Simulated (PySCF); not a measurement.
B(F)2(iPr) (C3H7BF2), SMILES CC(C)B(F)F.

The structure is a stationary point at PBE0-D3(BJ)/def2-SVP. The values are those of a single conformer.

Calculation: TDDFT-PBE/def2-SVPD (PySCF 2.14.0).

Vertical excitations.  State labels are in the subgroup Cs.

Computed lowest excited states:
```json
[
 {"state": "S1", "symmetry": "A'", "energy (eV)": "6.81", "λ (nm)": "182", "f": "0.002", "main pairs": "HOMO→LUMO 97 %"},
 {"state": "S2", "symmetry": "A'", "energy (eV)": "7.41", "λ (nm)": "167", "f": "0.004", "main pairs": "HOMO→LUMO+1 98 %"},
 {"state": "S3", "symmetry": "A\"", "energy (eV)": "7.52", "λ (nm)": "165", "f": "0.009", "main pairs": "HOMO−2→LUMO 100 %"},
 {"state": "S4", "symmetry": "A'", "energy (eV)": "7.65", "λ (nm)": "162", "f": "0.025", "main pairs": "HOMO−1→LUMO 98 %"},
 {"state": "S5", "symmetry": "A\"", "energy (eV)": "8.31", "λ (nm)": "149", "f": "0.012", "main pairs": "HOMO−2→LUMO+1 97 %"},
 {"state": "S6", "symmetry": "A'", "energy (eV)": "8.32", "λ (nm)": "149", "f": "0.035", "main pairs": "HOMO→LUMO+2 79 %, HOMO−1→LUMO+1 20 %"},
 {"state": "S7", "symmetry": "A\"", "energy (eV)": "8.33", "λ (nm)": "149", "f": "0.001", "main pairs": "HOMO→LUMO+3 88 %"},
 {"state": "S8", "symmetry": "A'", "energy (eV)": "8.35", "λ (nm)": "148", "f": "0.053", "main pairs": "HOMO−1→LUMO+1 77 %, HOMO→LUMO+2 21 %"},
 {"state": "S9", "symmetry": "A\"", "energy (eV)": "8.37", "λ (nm)": "148", "f": "0.002", "main pairs": "HOMO−3→LUMO 88 %"},
 {"state": "S10", "symmetry": "A'", "energy (eV)": "8.60", "λ (nm)": "144", "f": "0.032", "main pairs": "HOMO→LUMO+4 98 %"},
 {"state": "T1", "symmetry": "A'", "energy (eV)": "6.19", "λ (nm)": "200", "f": "0", "main pairs": "HOMO→LUMO 98 %"},
 {"state": "T2", "symmetry": "A'", "energy (eV)": "7.22", "λ (nm)": "172", "f": "0", "main pairs": "HOMO→LUMO+1 85 %, HOMO−1→LUMO 14 %"},
 {"state": "T3", "symmetry": "A'", "energy (eV)": "7.33", "λ (nm)": "169", "f": "0", "main pairs": "HOMO−1→LUMO 85 %, HOMO→LUMO+1 14 %"},
 {"state": "T4", "symmetry": "A\"", "energy (eV)": "7.44", "λ (nm)": "167", "f": "0", "main pairs": "HOMO−2→LUMO 100 %"}
]
```
Triplets are in the Tamm–Dancoff approximation, which puts them higher than full response would, so one can lie above its singlet here.
